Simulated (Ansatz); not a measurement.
`C=[CH][Ge]([Cl])([Cl])[Cl]` + CH₃OH → `C[O][Ge]([Cl])([Cl])[Cl]` + ethylene  (ligand exchange at a Ge–C bond)

Calculated with Ansatz (gas phase, PBE0-D4/def2-TZVP geometries, no zero-point term in ΔE). CCSD(T)/CBS adds triple-zeta CCSD(T) − MP2 to the extrapolated MP2 energy (def2 sets, frozen cores). This one scheme is used for every species. Functionals use def2-TZVPP. For Ge outer-core shells are correlated without core-valence functions, which leaves a few kJ/mol of doubt a bond. Scalar relativity is left out up to krypton. Each species was taken in one conformer, which may not be the lowest.

| level | ΔE (kcal/mol) | difference from CCSD(T)/CBS |
| --- | --- | --- |
| r2SCAN-D4 | -8.9 | -1.0 |
| r2SCAN0-D4 | -8.3 | -0.4 |
| CAM-B3LYP-D4 | -9.2 | -1.3 |
| revPBE | -7.0 | 0.9 |
| CAM-B3LYP | -9.3 | -1.4 |
| CCSD/def2-SVP | -10.9 | -3.0 |
| CCSD(T)/def2-SVP | -10.9 | -3.0 |
| MP2/def2-TZVPP | -8.2 | -0.3 |
| CCSD(T)/def2-TZVPP | -8.7 | -0.8 |
| MP2/def2-QZVPP | -7.8 | 0.1 |
| CCSD(T)/CBS | -7.9 | 0 |

Largest T1 diagnostic among the species: 0.011.

In def2-TZVPP, CCSD(T) changes the Hartree–Fock value by +1.9 kcal/mol (the triples alone add +0.1 kcal/mol) and MP2 by +2.4 kcal/mol. At CCSD(T), def2-SVP lies −3.0 kcal/mol from the extrapolated value and def2-TZVPP −0.8 kcal/mol. Leaving LDA and LC-ωPBE aside and taking each functional with its dispersion term where it has one, the values, not all of them listed here, spread over 3.1 kcal/mol, from B97M-V to HSE06-D4.

CCSD(T)/CBS has its own doubt, a few kJ/mol and more with outer-core shells, so smaller differences from it don't rank the levels.
